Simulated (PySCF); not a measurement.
CH3FO3Si, SMILES O=CO[Si@@H](O)F.

Geometry optimised at ωB97X-D3(BJ)/def2-SVP. The structure was generated by enumeration; whether it is a known compound was not checked. Other conformers were not sampled.

The numbers are results of TDDFT-M06-2X/def2-SVPD run with PySCF, not measurements.

Vertical excitations. The molecule is in vacuum.

Computed UV-visible absorptions:
```json
[
 {"state": "S1", "energy (eV)": "5.56", "λ (nm)": "223", "f": "0.001", "main pairs": "HOMO→LUMO 91 %"},
 {"state": "S2", "energy (eV)": "8.16", "λ (nm)": "152", "f": "0.007", "main pairs": "HOMO−3→LUMO 54 %, HOMO−1→LUMO 14 %, HOMO−5→LUMO 13 %, HOMO−2→LUMO 11 %"},
 {"state": "S3", "energy (eV)": "8.37", "λ (nm)": "148", "f": "0.095", "main pairs": "HOMO−1→LUMO 63 %, HOMO−2→LUMO 14 %"},
 {"state": "S4", "energy (eV)": "8.89", "λ (nm)": "139", "f": "0.056", "main pairs": "HOMO→LUMO+1 74 %"},
 {"state": "S5", "energy (eV)": "9.38", "λ (nm)": "132", "f": "0.080", "main pairs": "HOMO→LUMO+2 32 %, HOMO−2→LUMO+1 14 %, HOMO−2→LUMO 13 %, HOMO−1→LUMO+1 10 %"},
 {"state": "S6", "energy (eV)": "9.42", "λ (nm)": "132", "f": "0.018", "main pairs": "HOMO→LUMO+2 55 %, HOMO−2→LUMO 12 %"},
 {"state": "S7", "energy (eV)": "9.68", "λ (nm)": "128", "f": "0.020", "main pairs": "HOMO−2→LUMO 38 %, HOMO−1→LUMO+1 23 %, HOMO−3→LUMO 10 %, HOMO−2→LUMO+2 7 %"},
 {"state": "S8", "energy (eV)": "9.81", "λ (nm)": "126", "f": "0.030", "main pairs": "HOMO→LUMO+4 38 %, HOMO−1→LUMO+1 19 %, HOMO−2→LUMO+1 12 %"},
 {"state": "S9", "energy (eV)": "9.85", "λ (nm)": "126", "f": "0.030", "main pairs": "HOMO→LUMO+4 30 %, HOMO−1→LUMO+1 27 %, HOMO−2→LUMO+1 14 %, HOMO→LUMO+3 10 %"},
 {"state": "S10", "energy (eV)": "9.89", "λ (nm)": "125", "f": "0.082", "main pairs": "HOMO→LUMO+3 49 %, HOMO→LUMO+5 23 %"},
 {"state": "T1", "energy (eV)": "5.18", "λ (nm)": "239", "f": "0", "main pairs": "HOMO→LUMO 91 %"},
 {"state": "T2", "energy (eV)": "6.21", "λ (nm)": "200", "f": "0", "main pairs": "HOMO−1→LUMO 71 %, HOMO−2→LUMO 16 %"},
 {"state": "T3", "energy (eV)": "7.85", "λ (nm)": "158", "f": "0", "main pairs": "HOMO−3→LUMO 55 %, HOMO−5→LUMO 15 %, HOMO−2→LUMO 15 %"},
 {"state": "T4", "energy (eV)": "8.65", "λ (nm)": "143", "f": "0", "main pairs": "HOMO→LUMO+1 79 %"}
]
```
Triplets are in the Tamm–Dancoff approximation, which puts them higher than full response would, so one can lie above its singlet here.
